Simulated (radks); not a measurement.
Results of a calculation; reference values are marked as such.
Task: The palladium ion Pd40+, 6 electrons, occupied as [He] 2s2 2p2 (the NIST ground configuration). Level of theory: scalar-relativistic Kohn-Sham, PBE, spin-polarised, spherical densities, finite nucleus; open shells are filled with parallel spins first (spin-orbit coupling, left out, can overturn this in heavy ions); Fermi nuclear charge, rms radius 4.5318 fm (a radial shooting solver on a logarithmic mesh with Libxc functionals). Some entries of the table are withheld. Estimate them.

orbital  occ.  eigenvalue (eV)  r(max) (bohr)
1s up       1        -27457.61        0.02063
1s down     1        -27435.02        0.02063
2s up       1        -6334.798         0.1132
2s down     1        -6294.912         0.1134
2p up       2        -6062.286        0.08955
2p down     0        -6014.646        0.08979
3s up       0        -2681.025            (1)
3s down     0        -2669.971            (2)
3p up       0              (3)         0.2780
3p down     0              (4)         0.2790
3d up       0              (5)         0.2143
3d down     0              (6)         0.2158

Result: 
(1) 3s up r(max) (bohr): 0.2938
(2) 3s down r(max) (bohr): 0.2947
(3) 3p up eigenvalue (eV): -2596.819
(4) 3p down eigenvalue (eV): -2584.645
(5) 3d up eigenvalue (eV): -2519.864
(6) 3d down eigenvalue (eV): -2504.754
